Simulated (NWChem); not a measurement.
System: AlH2OCl; SMILES [OH][AlH][Cl]

Output (shortened):

```
             Northwest Computational Chemistry Package (NWChem) 7.3.0
             --------------------------------------------------------

                             Geometry "geometry" -> ""
                             -------------------------

 Output coordinates in angstroms (scale by  1.889725989 to convert to a.u.)

  No.       Tag          Charge          X              Y              Z
 ---- ---------------- ---------- -------------- -------------- --------------
    1 Al                  13.0000    -0.57932600     0.60874100     0.00000000
    2 H                    1.0000    -2.14387100     0.69028100     0.00000000
    3 Cl                  17.0000     0.41800900    -1.24412600     0.00000000
    4 O                    8.0000     0.30656700     2.04982600     0.00000000
    5 H                    1.0000     1.25913200     2.15439700     0.00000000

 Effective nuclear repulsion energy (a.u.)     128.6457541870

                              NWChem Property Module
                              ----------------------

  itol2e modified to match energy
  convergence criterion.

                                 NWChem DFT Module
                                 -----------------

 Summary of "ao basis" -> "ao basis" (spherical)
 ------------------------------------------------------------------------------
       Tag                 Description            Shells   Functions and Types
 ---------------- ------------------------------  ------  ---------------------
 Al                         iglo-iii                18       44   8s7p3d
 H                          iglo-iii                 6       10   4s2p
 Cl                         iglo-iii                18       44   8s7p3d
 O                          iglo-iii                15       35   7s6p2d

  itol2e modified to match energy
  convergence criterion.

            General Information
            -------------------
          SCF calculation type: DFT
          Wavefunction type:  closed shell.
          No. of atoms     :     5
          No. of electrons :    40
           Alpha electrons :    20
            Beta electrons :    20
          Charge           :     0
          Spin multiplicity:     1
          Use of symmetry is: off; symmetry adaption is: off
          Maximum number of iterations: 150
          AO basis - number of functions:   143
                     number of shells:    63
          Convergence on energy requested:  1.00D-07
          Convergence on density requested:  1.00D-05
          Convergence on gradient requested:  5.00D-04

              XC Information
              --------------
                         B3LYP Method XC Potential
                     Hartree-Fock (Exact) Exchange  0.200
                        Slater Exchange Functional  0.800 local
                    Becke 1988 Exchange Functional  0.720 non-local
              Lee-Yang-Parr Correlation Functional  0.810
                  VWN I RPA Correlation Functional  0.190 local

             Grid Information
             ----------------
          Grid used for XC integration:  fine
          Radial quadrature: Mura-Knowles
          Angular quadrature: Lebedev.
          Tag              B.-S. Rad. Rad. Pts. Rad. Cut. Ang. Pts.
          ---              ---------- --------- --------- ---------
          Al                  1.25      123          10.0       770
          H                   0.35       60          12.0       590
          Cl                  1.00      123          11.0       770
          O                   0.60       70          10.0       590
          Grid pruning is: on
          Number of quadrature shells:   436
          Spatial weights used:  Erf1

      Superposition of Atomic Density Guess
      -------------------------------------

 Sum of atomic energies:        -777.12954503

      Non-variational initial energy
      ------------------------------

 Total energy =    -777.596571
 1-e energy   =   -1331.637866
 2-e energy   =     425.395540
 HOMO         =      -0.421048
 LUMO         =       0.000559

   convergence    iter        energy       DeltaE   RMS-Dens  Diis-err
 ---------------- ----- ----------------- --------- --------- ---------
 d= 0,ls=0.0,diis     1   -779.1844917546 -9.08D+02  5.66D-03  5.05D+00
 d= 0,ls=0.0,diis     2   -779.0799001930  1.05D-01  5.10D-03  2.04D+00
 d= 0,ls=0.0,diis     3   -779.1305588060 -5.07D-02  1.96D-03  1.79D+00
 d= 0,ls=0.0,diis     4   -779.2721075145 -1.42D-01  5.85D-04  1.71D-02
 d= 0,ls=0.0,diis     5   -779.2737394285 -1.63D-03  2.34D-04  3.47D-03
  Resetting Diis
 d= 0,ls=0.0,diis     6   -779.2741337867 -3.94D-04  2.58D-05  4.79D-05
 d= 0,ls=0.0,diis     7   -779.2741385368 -4.75D-06  8.08D-06  1.59D-06
 d= 0,ls=0.0,diis     8   -779.2741385359  8.80D-10  3.76D-06  1.67D-06

         Total DFT energy =     -779.274138535929
      One electron energy =    -1334.512795758145
           Coulomb energy =      482.978403360988
    Exchange-Corr. energy =      -56.385500325760
 Nuclear repulsion energy =      128.645754186988

 Numeric. integr. density =       40.000000168797

                       DFT Final Molecular Orbital Analysis
                       ------------------------------------

 Vector   18  Occ=2.000000D+00  E=-3.424481D-01
              MO Center= -5.4D-01,  5.1D-01,  1.4D-08, r^2= 3.9D+00
   Bfn.  Coefficient  Atom+Function         Bfn.  Coefficient  Atom+Function
  ----- ------------  ---------------      ----- ------------  ---------------
    82      0.306729  3 Cl py                79      0.287844  3 Cl py
    47     -0.217367  2 H  s                116      0.155544  4 O  py
     7     -0.148641  1 Al s                105      0.146435  4 O  s
   119      0.143607  4 O  py                46     -0.139935  2 H  s
   113      0.113103  4 O  py                24      0.107198  1 Al px

 Vector   19  Occ=2.000000D+00  E=-3.293168D-01
              MO Center=  3.5D-01, -2.8D-01, -8.0D-09, r^2= 3.1D+00
   Bfn.  Coefficient  Atom+Function         Bfn.  Coefficient  Atom+Function
  ----- ------------  ---------------      ----- ------------  ---------------
    83      0.465670  3 Cl pz                80      0.442174  3 Cl pz
   117     -0.176378  4 O  pz               120     -0.164475  4 O  pz
    74     -0.132833  3 Cl pz               114     -0.129429  4 O  pz
   123     -0.122750  4 O  pz                71     -0.073389  3 Cl pz
   111     -0.058676  4 O  pz                31     -0.045056  1 Al d -1

 Vector   20  Occ=2.000000D+00  E=-3.209903D-01
              MO Center=  1.0D-01, -6.3D-01, -2.7D-09, r^2= 3.0D+00
   Bfn.  Coefficient  Atom+Function         Bfn.  Coefficient  Atom+Function
  ----- ------------  ---------------      ----- ------------  ---------------
    81      0.444786  3 Cl px                78      0.427209  3 Cl px
    82      0.206113  3 Cl py                79      0.199376  3 Cl py
    47      0.138334  2 H  s                 72     -0.127631  3 Cl px
   119      0.112675  4 O  py               116      0.104676  4 O  py
    48      0.097256  2 H  s                113      0.080212  4 O  py

 Vector   21  Occ=0.000000D+00  E=-3.365807D-02
              MO Center= -7.0D-01,  4.6D-01,  1.3D-07, r^2= 3.9D+00
   Bfn.  Coefficient  Atom+Function         Bfn.  Coefficient  Atom+Function
  ----- ------------  ---------------      ----- ------------  ---------------
    29      0.838210  1 Al pz                26      0.319477  1 Al pz
    83     -0.253805  3 Cl pz               123     -0.177471  4 O  pz
    80     -0.155089  3 Cl pz               117     -0.107277  4 O  pz
    20     -0.093935  1 Al pz               120     -0.076729  4 O  pz
   114     -0.070657  4 O  pz                33      0.067509  1 Al d  1

 Vector   22  Occ=0.000000D+00  E=-1.962314D-02
              MO Center= -6.9D-02,  9.1D-01, -1.2D-07, r^2= 5.1D+00
   Bfn.  Coefficient  Atom+Function         Bfn.  Coefficient  Atom+Function
  ----- ------------  ---------------      ----- ------------  ---------------
     8      1.252978  1 Al s                 48     -0.611890  2 H  s
   105     -0.562757  4 O  s                137      0.508905  5 H  s
    62     -0.317333  3 Cl s                 82     -0.280887  3 Cl py
     7      0.227526  1 Al s                  6     -0.158270  1 Al s
    47     -0.158985  2 H  s                 79     -0.154998  3 Cl py

 Vector   23  Occ=0.000000D+00  E= 2.926593D-02
              MO Center=  2.4D-01,  1.1D+00,  1.7D-09, r^2= 6.6D+00
   Bfn.  Coefficient  Atom+Function         Bfn.  Coefficient  Atom+Function
  ----- ------------  ---------------      ----- ------------  ---------------
   137     -1.134408  5 H  s                  8      1.035149  1 Al s
   105      0.831145  4 O  s                 48     -0.584880  2 H  s
    28     -0.524732  1 Al py                62     -0.401992  3 Cl s
   121      0.382309  4 O  px               136     -0.284308  5 H  s
    81      0.249952  3 Cl px                27     -0.178792  1 Al px

     Multipole analysis of the density
     ---------------------------------

     L   x y z        total         alpha         beta         nuclear
     -   - - -        -----         -----         ----         -------
     0   0 0 0     -0.000000    -20.000000    -20.000000     40.000000

     1   1 0 0      0.243016     -0.958198     -0.958198      2.159413
     1   0 1 0      0.156933     -5.597115     -5.597115     11.351163
     1   0 0 1     -0.000000     -0.000000     -0.000000      0.000000

     2   2 0 0    -22.463890    -36.706027    -36.706027     50.948163
     2   1 1 0      2.045522     13.816910     13.816910    -25.588298
     2   1 0 1     -0.000000     -0.000000     -0.000000      0.000000
     2   0 2 0    -26.278552   -137.881912   -137.881912    249.485272
     2   0 1 1     -0.000000     -0.000000     -0.000000      0.000000
     2   0 0 2    -21.407446    -10.703723    -10.703723      0.000000

          -----------------------------------------
          Chemical Shielding Tensors (GIAO, in ppm)
          -----------------------------------------

                                NWChem CPHF Module
                                ------------------

  scftype          =     RHF
  nclosed          =       20
  nopen            =        0
  variables        =     2460
  # of vectors     =        3
  tolerance        = 0.10D-03
  level shift      = 0.00D+00
  max iterations   =       50
  max subspace     =       30

 SCF residual:    5.1727148161450915E-004

Iterative solution of linear equations
  No. of variables     2460
  No. of equations        3
  Maximum subspace       30
        Iterations       50
       Convergence  1.0D-04

   iter   nsub   residual    time
   ----  ------  --------  ---------
     1      3    2.49D-01      71.8
     2      6    8.85D-03      87.0
     3      9    3.85D-04     100.7
     4     12    2.95D-05     114.9

      Atom:    1  Al
        Diamagnetic
    795.6784     -2.1764      0.0000
     -2.1764    801.8941      0.0000
      0.0000      0.0000    799.2800

        Paramagnetic
   -339.4463     -8.6964      0.0000
     -8.6964   -381.1690     -0.0000
      0.0000     -0.0000   -432.3962

        Total Shielding Tensor
    456.2320    -10.8727      0.0000
    -10.8727    420.7251     -0.0000
      0.0000     -0.0000    366.8837

           isotropic =     414.6136
          anisotropy =      67.0249

          Principal Components and Axis System
                 1           2           3
              459.2969    417.6603    366.8837

      1         0.9625      0.2713     -0.0000
      2        -0.2713      0.9625      0.0000
      3         0.0000     -0.0000      1.0000

      Atom:    2  H
        Diamagnetic
     35.9822     -1.2456     -0.0000
     -1.2456     25.1605      0.0000
     -0.0000      0.0000     23.6021

        Paramagnetic
     -3.1450     -0.1366      0.0000
     -0.1366      0.1235     -0.0000
      0.0000     -0.0000     -0.6113

        Total Shielding Tensor
     32.8372     -1.3822     -0.0000
     -1.3822     25.2841     -0.0000
     -0.0000     -0.0000     22.9908

           isotropic =      27.0373
          anisotropy =       9.0673

          Principal Components and Axis System
                 1           2           3
               33.0822     25.0391     22.9908

      1         0.9847      0.1745      0.0000
      2        -0.1745      0.9847      0.0000
      3        -0.0000     -0.0000      1.0000

      Atom:    3  Cl
        Diamagnetic
   1148.7843     -1.7472     -0.0000
     -1.7472   1152.6161      0.0000
     -0.0000      0.0000   1148.1600

        Paramagnetic
   -264.4557   -154.7238      0.0000
   -154.7238   -203.1247      0.0000
      0.0000      0.0000   -289.0456

        Total Shielding Tensor
    884.3286   -156.4709      0.0000
   -156.4709    949.4914      0.0000
      0.0000      0.0000    859.1144

           isotropic =     897.6448
          anisotropy =     268.6385

          Principal Components and Axis System
                 1           2           3
             1076.7371    859.1144    757.0829

      1        -0.6309      0.0000      0.7758
      2         0.7758      0.0000      0.6309
      3         0.0000      1.0000     -0.0000

      Atom:    4  O
        Diamagnetic
    400.3713      8.3306      0.0000
      8.3306    393.8381     -0.0000
      0.0000     -0.0000    374.1625

        Paramagnetic
   -164.2092     49.9744      0.0000
     49.9744   -111.2482      0.0000
      0.0000      0.0000   -105.1029

        Total Shielding Tensor
    236.1621     58.3051      0.0000
     58.3051    282.5899      0.0000
      0.0000      0.0000    269.0596

           isotropic =     262.6039
          anisotropy =      89.2928

          Principal Components and Axis System
                 1           2           3
              322.1324    269.0596    196.6196

      1         0.5613     -0.0000      0.8276
      2         0.8276     -0.0000     -0.5613
      3         0.0000      1.0000      0.0000

      Atom:    5  H
        Diamagnetic
     44.5424      4.5751      0.0000
      4.5751     26.6036     -0.0000
      0.0000     -0.0000     21.1578

        Paramagnetic
     -4.8671      1.0906     -0.0000
      1.0906      0.0570     -0.0000
     -0.0000     -0.0000      1.8336

        Total Shielding Tensor
     39.6754      5.6657     -0.0000
      5.6657     26.6606     -0.0000
     -0.0000     -0.0000     22.9914

           isotropic =      29.7758
          anisotropy =      18.0306

          Principal Components and Axis System
                 1           2           3
               41.7962     24.5398     22.9914

      1         0.9365     -0.3506     -0.0000
      2         0.3506      0.9365      0.0000
      3        -0.0000     -0.0000      1.0000
```

Level: B3LYP/IGLO-III, GIAO. Coordinates come from a PBE0/def2-SVP optimisation. The printed shielding anisotropy is the first printed principal value minus the mean of the other two.

**Question.** Reconstruct the input file.

**Answer.** One answer among several that fit: the input that was run:
```
start job
memory heap 200 mb stack 900 mb global 1100 mb
geometry units angstroms noautosym nocenter noautoz
  Al    -0.579326     0.608741     0.000000
  H     -2.143871     0.690281     0.000000
  Cl     0.418009    -1.244126     0.000000
  O      0.306567     2.049826     0.000000
  H      1.259132     2.154397     0.000000
end
basis spherical
  * library iglo-iii
end
dft
  xc b3lyp
  iterations 150
end
property
  shielding
end
task dft property
```
